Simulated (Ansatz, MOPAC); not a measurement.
The molecule LiH+, multiplicity 2 (lowest of 2S+1 = 2, 4 at CCSD(T)/def2-TZVPP on PBE0 minima; our sources give no spin for the ground state, which may be another).

Constants: fifth-degree fit in 1/R to seven points, most abundant isotopes. In def2 and cc sets the state is the lowest found near the PBE0 minimum, followed along R.

Run with Ansatz (a quantum-chemistry and plane-wave program); MOPAC for PM3 (differences of heats of formation). 

| level | r_e (Å) | ω_e (cm⁻¹) | B_e (cm⁻¹) | α_e (cm⁻¹) |
|---|---|---|---|---|
| PM3 | 2.268 | 412 | 3.72 | -0.034 |
| SVWN5/def2-TZVPP | 2.203 | 439 | 3.94 | 0.45 |
| PBE/def2-TZVPP | 2.245 | 408 | 3.80 | 0.45 |
| r2SCAN/def2-TZVPP | 2.250 | 385 | 3.78 | 0.48 |
| B3LYP/def2-TZVPP | 2.205 | 425 | 3.93 | 0.49 |
| PBE0/def2-TZVPP | 2.228 | 410 | 3.85 | 0.48 |
| BHLYP/def2-TZVPP | 2.173 | 441 | 4.05 | 0.52 |
| CAM-B3LYP/def2-TZVPP | 2.191 | 435 | 3.99 | 0.49 |
| wB97X-V/def2-TZVPP | 2.274 | 389 | 3.70 | 0.48 |
| B2PLYP/def2-TZVPP | 2.195 | 425 | 3.97 | 0.52 |
| CCSD/aug-cc-pVTZ | 2.218 | 429 | 3.89 | 0.49 |
| CCSD/def2-TZVPP | 2.219 | 398 | 3.89 | 0.57 |
| CCSD/aug-cc-pVQZ | 2.215 | 430 | 3.90 | 0.49 |
| CCSD/def2-QZVPP | 2.191 | 446 | 3.99 | 0.50 |
| CCSD/aug-cc-pV5Z | 2.214 | 430 | 3.90 | 0.49 |
| CCSD(T)/aug-cc-pVTZ | 2.218 | 429 | 3.89 | 0.49 |
| CCSD(T)/def2-TZVPP | 2.218 | 398 | 3.89 | 0.57 |
| CCSD(T)/aug-cc-pVQZ | 2.215 | 430 | 3.90 | 0.49 |
| CCSD(T)/def2-QZVPP | 2.191 | 446 | 3.99 | 0.50 |
| CCSD(T)/aug-cc-pV5Z | 2.214 | 430 | 3.90 | 0.49 |
| CCSD(T)/CBS(aug-cc-pVQZ, aug-cc-pV5Z) | 2.214 | 430 | 3.90 | 0.49 |

Correlated levels freeze the inner cores; with def2 sets outer-core shells near the valence are correlated too. CBS: X⁻³ extrapolation of the correlation energy, Hartree–Fock from the larger set. The state that PM3 reach isn't checked.
